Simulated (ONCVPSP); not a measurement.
Which change was made? (Sr, ONCV)

Sr (Z = 38), optimised norm-conserving Vanderbilt (ONCV), made with ONCVPSP 4.0.1 (LDA (Perdew-Zunger), scalar-relativistic). Core [Ar] 3d10, reference 4s2 4p6 5s2. Waves: 4s+5s: rc 1.95 bohr, ncon 4, nbas 9, qcut 5.7 1/bohr, 2 projectors; 4p: rc 1.45 bohr, ncon 3, nbas 8, qcut 6.5 1/bohr, 2 projectors, debl 2.4 Ha; d scattering state at 0.09 Ha: rc 2.10 bohr, ncon 4, nbas 9, qcut 4.3 1/bohr, 2 projectors, debl 4 Ha. Local part: polynomial inside 1.35 bohr (lpopt 5, dvloc0 3 Ha). Core correction: Teter function, fcfact 5.75, rcfact 1.25.

In the d channel the program set the typed energies aside and used 0.050, 4.050 Ha.

Cutoffs, loose and tight: the cutoffs (Ha) at which the residual kinetic energy of the hardest occupied pseudo-wave falls to 1 and 0.1 mHa per electron. They do not see the model core or the augmentation charge, which bear on the density cutoff. Test errors are all-electron minus pseudo excitation energies from the reference, over the configurations 4s2 4p6 5s1; 4s2 4p6 5s0; 4s2 4p6 5s1.5; 4s2 4p6 4d1 5s0; variants that change the core or the reference have their own tests.

The base gives: outcome: generated, projector energies reset by the program; cutoff, loose: 17 Ha; cutoff, tight: 24 Ha; bound ghosts: none; GHOST(+) flags above zero: s; largest test error (meV): -6.6.

Q: After one change the result is: outcome: generated, projector energies reset by the program; cutoff, loose: 21 Ha; cutoff, tight: 26 Ha; bound ghosts: none; GHOST(+) flags above zero: s; largest test error (meV): -6.5. Which change was it?
A. p: qcut 7.9
B. p: qcut 4.6
C. p: qcut 4

A: A. The others give: p: qcut 4 → outcome: generated, projector energies reset by the program; cutoff, loose: 37 Ha; cutoff, tight: 110 Ha; bound ghosts: none; GHOST(+) flags above zero: s; largest test error (meV): -6.8 | p: qcut 4.6 → outcome: generated, projector energies reset by the program; cutoff, loose: 27 Ha; cutoff, tight: 108 Ha; bound ghosts: none; GHOST(+) flags above zero: s; largest test error (meV): -6.8.
